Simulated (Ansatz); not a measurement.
The same path of ClGeH₇Si₂ (11 atoms, charge 0, multiplicity 1) was run twice with different band settings. The coordinate that changes most is the dihedral Cl1–Si2–Si3–Ge4.

Method: Ansatz 0.2.0, RKS BLYP-D4/def2-SVP.

Relaxed end points:

```xyz
11
Properties=species:S:1:pos:R:3
Cl -2.029 1.822 0.025
Si -0.055 1.797 0.772
Si 0.614 -0.466 0.783
Ge -0.200 -1.470 -1.252
H 0.802 2.613 -0.149
H -0.061 2.445 2.125
H 2.112 -0.562 0.866
H 0.024 -1.162 1.977
H -1.742 -1.629 -1.190
H 0.163 -0.572 -2.468
H 0.439 -2.873 -1.469
```

```xyz
11
Properties=species:S:1:pos:R:3
Cl -0.077 2.644 2.600
Si -0.314 1.785 0.693
Si 0.338 -0.478 0.776
Ge 0.067 -1.508 -1.391
H -1.753 1.914 0.287
H 0.528 2.551 -0.284
H 1.776 -0.561 1.203
H -0.507 -1.197 1.789
H -1.416 -1.417 -1.850
H 0.946 -0.782 -2.448
H 0.479 -3.007 -1.354
```

Common settings: movable images 7; climbing image yes; spring 5.0 eV/Å²; start path through a guess of the saddle point; force threshold 0.05 eV/Å; iteration limit 60; end points relaxed.

| run | optimiser | largest step |
| --- | --- | --- |
| 1 | quadratic models (default) | default |
| 2 | lbfgs | 0.5 Å |

Task: What does each run give, and how far can it be trusted?

Result: Run 1: converged after 6 iterations, highest image 0.091 eV above the first end. A vibrational analysis at the climbing image gives no mode beyond 40i cm⁻¹: the surface is too flat there to confirm a saddle point.
Run 2: converged after 21 iterations, highest image 0.091 eV above the first end. Another band between the same ends (7 images) ends at a top of the same energy, where a vibrational analysis finds no clearly imaginary modes.
